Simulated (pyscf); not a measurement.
## Cl–TiH(Cl)–Cl, singlet

Gas-phase minimum from PySCF at ωB97X-D3(BJ)/def2-SVP, one conformer. 

```
Ti
H 1 1.6368
Cl 1 2.1487 2 102.28
Cl 1 2.1488 2 102.32 3 -119.99
Cl 1 2.1490 2 102.38 3 119.98
```

Properties at ωB97X-D3(BJ)/def2-SVP:

```
Property                                                                                                                                                           Value
---------------------------------------------------------------------------------------------------------------------  -------------------------------------------------
Harmonic wavenumbers, unscaled                                                                                         113, 114, 116, 415, 466, 467, 592, 592, 1879 cm⁻¹
Zero-point energy                                                                                                                                           6.8 kcal/mol
Rotational symmetry number                                                                                                                                             3
Entropy of this conformer at 298 K and 1 atm, rigid rotor and harmonic oscillator, modes under 100 cm⁻¹ raised to 100                                    336.4 J/(mol K)
Dipole moment                                                                                                                                                     0.03 D
```

Single-point totals, which compare only within one level (frozen core for MP2 and CC):

```tsv
level	total energy (hartree)
ωB97X-D3(BJ)/def2-TZVP	-2230.88801
PBE/def2-TZVP	-2230.12235
r²SCAN/def2-TZVP	-2230.78747
B3LYP-D3(BJ)/def2-TZVP	-2230.97057
PBE0-D3(BJ)/def2-TZVP	-2230.23976
M06-2X/def2-TZVP	-2230.79455
ωB97M-D3(BJ)/def2-TZVP	-2231.06624
HF/def2-TZVPP	-2227.69956
MP2/def2-TZVPP	-2228.70435
CCSD/def2-TZVPP	-2228.74283
CCSD(T)/def2-TZVPP	-2228.80254
```

The CCSD(T) − MP2 part came from Ansatz, without density fitting, on the same reference. The frozen core leaves the outer d or s,p core shells of the metals and heavy elements correlated in the MP2 and CC values, and def2-TZVPP describes them poorly, so these totals are far from the basis limit.
